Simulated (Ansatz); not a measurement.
C₂Cl₂N₂O₂Zr (`O=C=[N][Zr]([Cl])([Cl])[N]=C=O`) at its PBE0-D4/def2-TZVP geometry, where that method's forces vanish. Charge 0, multiplicity 1. Zr takes the def2 core potential.

```
atom   x (Å)   y (Å)   z (Å)
  O1  -0.292   3.091  -2.373
  C2  -0.380   2.096  -1.783
  N3  -0.470   1.063  -1.168
 Zr4  -0.642  -0.668  -0.162
 Cl5  -0.360  -2.450  -1.635
 Cl6  -2.738  -0.770   0.849
  N7   0.785  -0.736   1.250
  C8   1.638  -0.788   2.101
  O9   2.458  -0.837   2.920
```

Question: For each bond, give half the difference of the two atoms' forces along it (eV/Å; positive pushes the atoms apart) under PBE-D4, r2SCAN-D4, B3LYP-D4, ωB97M-V in def2-TZVPP. (Estimate.)

Answer: Ansatz gave: 
| bond | length (Å) | PBE-D4 | r2SCAN-D4 | B3LYP-D4 | ωB97M-V |
| --- | --- | --- | --- | --- | --- |
| O1–C2 | 1.160 | 1.00 | 0.38 | 0.29 | -0.04 |
| C2–N3 | 1.206 | 0.20 | -0.01 | -0.16 | 0.07 |
| N3–Zr4 | 2.009 | -0.41 | -0.08 | 0.04 | -0.01 |
| Zr4–Cl5 | 2.329 | 0.10 | 0.07 | 0.16 | 0.05 |
| Zr4–Cl6 | 2.329 | 0.10 | 0.07 | 0.16 | 0.05 |
| Zr4–N7 | 2.009 | -0.41 | -0.08 | 0.04 | -0.01 |
| N7–C8 | 1.206 | 0.20 | -0.01 | -0.16 | 0.07 |
| C8–O9 | 1.160 | 1.00 | 0.38 | 0.29 | -0.04 |

B3LYP here is the variant with VWN-RPA as its local correlation; programs differ in this.
